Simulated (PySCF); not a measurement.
Distorted geometries of Sm2O(OH)2

Sm2O(OH)2 (singlet in the valence; each metal's 4f electrons, 6 of them, lie in its core potential, out of spins and levels). PySCF 2.14.0, RKS B3LYP, Sm lcecp-0-SVP with ECP52, O def2-SVP, H def2-SVP; non-relativistic Hamiltonian with scalar-relativistic core potentials where named; density fitting; no spin-orbit coupling. Relaxed geometry:

```xyz
7

Sm   -1.2854    0.0000    2.1768
Sm   -1.2854    0.0000   -2.1768
O    -1.5656    0.0000    0.0000
O     0.7243    0.0000    3.0885
H     1.6870    0.0000    3.1191
O     0.7243    0.0000   -3.0885
H     1.6870    0.0000   -3.1191
```

Problem. Order these distorted geometries by energy above the relaxed one, lowest first.
A.
```xyz
7

Sm   -1.2919    0.0199    2.1973
Sm   -1.2948    0.0175   -2.1948
O    -1.5634    0.0092   -0.0021
O     0.7150    0.0281    3.0501
H     1.6874    0.0022    3.1277
O     0.7358   -0.0226   -3.0713
H     1.6979   -0.0543   -3.1069
```
B.
```xyz
7

Sm   -1.3861    0.0193    2.1340
Sm   -1.1890    0.0499   -2.2438
O    -1.4119    0.1027    0.0629
O     0.7745   -0.0485    3.2215
H     1.8136   -0.0135    3.0450
O     0.5813   -0.0942   -3.1672
H     1.5036   -0.0157   -3.0524
```
C.
```xyz
7

Sm   -1.3788    0.0344    2.3204
Sm   -1.2644   -0.0567   -2.1224
O    -1.5730   -0.0166    0.0001
O     0.7256    0.0875    3.1001
H     1.7774   -0.0029    2.9959
O     0.7262    0.0043   -3.1313
H     1.6730   -0.0499   -3.1628
```

Solution. A (0.02 eV), C (0.37 eV), B (0.95 eV).

Problem. Which forces (eV/Å) act in the one that lies 0.95 eV up?

Solution. 
```
Sm   1.55 -0.09  1.98
Sm  -3.94  0.25  2.45
O    0.02  0.03 -2.13
O    2.01  0.17 -1.14
H   -3.44 -0.12  0.52
O    1.80 -0.24 -1.61
H    1.99  0.02 -0.07
```
Forces carry noise of the integration grid, about 0.01 to 0.03 eV/Å.

An lcecp potential fixes the number of 4f electrons, so in runs with it no electron can move into or out of that shell.
